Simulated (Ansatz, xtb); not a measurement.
## FHO2SiTe: which of two structures lies lower

Structure a is a singlet given by its coordinates and structure b is a triplet given by its coordinates. Both are isolated molecules in the gas phase, relaxed with PBE0-D3(BJ)/def2-SVP.

a (Å):

```json
{"atom": "F", "x (Å)": "-2.8182", "y (Å)": "2.7687", "z (Å)": "0.2634"}
{"atom": "O", "x (Å)": "-0.1121", "y (Å)": "2.9627", "z (Å)": "0.3869"}
{"atom": "O", "x (Å)": "-1.1413", "y (Å)": "0.7718", "z (Å)": "1.0225"}
{"atom": "Si", "x (Å)": "-1.5090", "y (Å)": "2.4040", "z (Å)": "1.1259"}
{"atom": "Te", "x (Å)": "0.6228", "y (Å)": "1.0949", "z (Å)": "0.0655"}
{"atom": "H", "x (Å)": "-1.7464", "y (Å)": "2.9109", "z (Å)": "2.4888"}
```

Close contacts (Å): F1–Si4 1.61, O2–Si4 1.68, O2–Te5 2.03, O3–Si4 1.68, O3–Te5 2.03, Si4–Te5 2.72, Si4–H6 1.47.

b (Å):

```yaml
atoms:
  - { symbol: F, position_ang: [-2.4670, 2.9951, 1.9600] }
  - { symbol: O, position_ang: [-1.9588, 1.1303, 0.2852] }
  - { symbol: O, position_ang: [-0.3438, 3.4502, 0.2229] }
  - { symbol: Si, position_ang: [-1.3055, 2.4542, 0.9922] }
  - { symbol: Te, position_ang: [0.8284, 2.1753, 2.2966] }
  - { symbol: H, position_ang: [-1.5040, 0.8153, -0.5029] }
```

Close contacts (Å): F1–Si4 1.61, O2–Si4 1.64, O3–Si4 1.58, Si4–Te5 2.52, O2–H6 0.96.

Question: Which of the two would you expect CCSD(T)/def2-SVP + ΔMP2/def2-TZVPP electronic energies to favour?

Answer: Not settled: CCSD(T)/def2-SVP + ΔMP2/def2-TZVPP gives E(b) − E(a) = +6.2 kcal/mol, but this leans on the basis-set step: CCSD(T) alone gives +0.5 kcal/mol.

How the difference moves with the method:

| level | geometry | E(b) − E(a) (kcal/mol) | departure from the last row (kcal/mol) | job, with rough time for the two |
| --- | --- | --- | --- | --- |
| PBE0-D3(BJ)/def2-SVP | PBE0-D3(BJ)/def2-SVP | −3.1 | −9.2 | optimisation, 1.8 min |
| HF/def2-SVP | PBE0-D3(BJ)/def2-SVP | −12.4 | −18.6 | part of the CCSD(T) run |
| MP2/def2-SVP | PBE0-D3(BJ)/def2-SVP | +8.7 | +2.6 | part of the CCSD(T) run |
| CCSD(T)/def2-SVP | PBE0-D3(BJ)/def2-SVP | +0.5 | −5.7 | single point |
| CCSD(T)/def2-SVP + ΔMP2/def2-TZVPP | PBE0-D3(BJ)/def2-SVP | +6.2 |  | single point, 3 min |

PBE0-D3(BJ)/def2-SVP, HF/def2-SVP put the two in the other order. CCSD(T)/def2-SVP finds them nearly level. The largest departure from CCSD(T)/def2-SVP + ΔMP2/def2-TZVPP is that of HF/def2-SVP, 18.6 kcal/mol. Levels run at GFN2-xTB geometries aren't shown. The last row adds to CCSD(T) the change of the MP2 difference between the two basis sets, here +5.7 kcal/mol, a large step that makes the value less sure. The triplet state of b needn't be its ground state.

With harmonic frequencies from PBE0-D3(BJ)/def2-SVP (ideal gas, rigid rotor, one conformer each, 200 K, 1 atm): the zero-point term adds +0.8 kcal/mol; ΔH is +7.3 and ΔG +6.2 kcal/mol.

Open shells are spin-unrestricted. The correlated steps freeze 12 core orbitals; the filled d shell of Te is correlated, in a basis made for valence electrons. Atoms past krypton carry core potentials in the def2 sets and no spin–orbit term is included. ΔG holds the spin degeneracy. Mirror images aren't counted in ΔG. Run with Ansatz 0.2.0; the last row on 1 thread of Arm Neoverse V2 on a shared host.
